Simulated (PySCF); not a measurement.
CCl3F, SMILES C(Cl)(F)(Cl)Cl. Coordinates come from a PBE-D3(BJ)/def2-SVP optimisation.

Method: PBE-D3(BJ)/def2-SVP (PySCF 2.14.0).

Harmonic wavenumbers (cm⁻¹): 233, 233, 340, 385, 385, 519, 791, 791, 1108. Rotational constants (GHz): 2.382, 2.382, 1.659; symmetry number 3.

Work out the zero-point energy and the ideal-gas rigid-rotor harmonic-oscillator thermochemistry at 298.15 K and 1 atm.

ZPE = ½ Σ hcν = ½ × 4785 cm⁻¹ = 6.84 kcal/mol. H − E(el) = 10.74 kcal/mol. Entropy in cal/(mol K): translation 40.66, rotation 25.74, vibration 8.06, total 74.47. G − E(el) = -11.46 kcal/mol. Cp = 18.94 cal/(mol K).
